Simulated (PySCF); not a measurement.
CH7F2NSi2, SMILES C[SiH2]N[SiH](F)F. Geometry: B3LYP-D3(BJ)/def2-SVP. The structure was generated by enumeration, and PubChem lists no compound with its InChIKey, so it may never have been made. The values are those of a single conformer.

Question: Give the equilibrium geometry at B3LYP-D3(BJ)/def2-SVP (PySCF confirms it by a frequency run) as bond lengths and angles. (The exact figures need the calculation; the answer reports its results.)

Answer: This is not unique; one that fits is 
Atoms: Si1 F2 F3 N4 Si5 C6 H7 H8 H9 H10 H11 H12 H13. Bond lengths (Å): Si1–F2 1.619, Si1–F3 1.620, Si1–N4 1.706, Si1–H7 1.470, N4–Si5 1.760, N4–H8 1.020, Si5–C6 1.877, Si5–H9 1.493, Si5–H10 1.490, C6–H11 1.103, C6–H12 1.102, C6–H13 1.102. Bond angles (°): F2–Si1–F3 103.7, F2–Si1–N4 111.2, F2–Si1–H7 109.9, F3–Si1–N4 111.2, F3–Si1–H7 109.6, N4–Si1–H7 111.0, Si1–N4–Si5 129.1, Si1–N4–H8 115.4, Si5–N4–H8 115.5, N4–Si5–C6 111.7, N4–Si5–H9 109.6, N4–Si5–H10 105.9, C6–Si5–H9 109.3, C6–Si5–H10 110.8, H9–Si5–H10 109.4, Si5–C6–H11 110.8, Si5–C6–H12 111.0, Si5–C6–H13 110.8, H11–C6–H12 107.7, H11–C6–H13 108.4, H12–C6–H13 108.0.
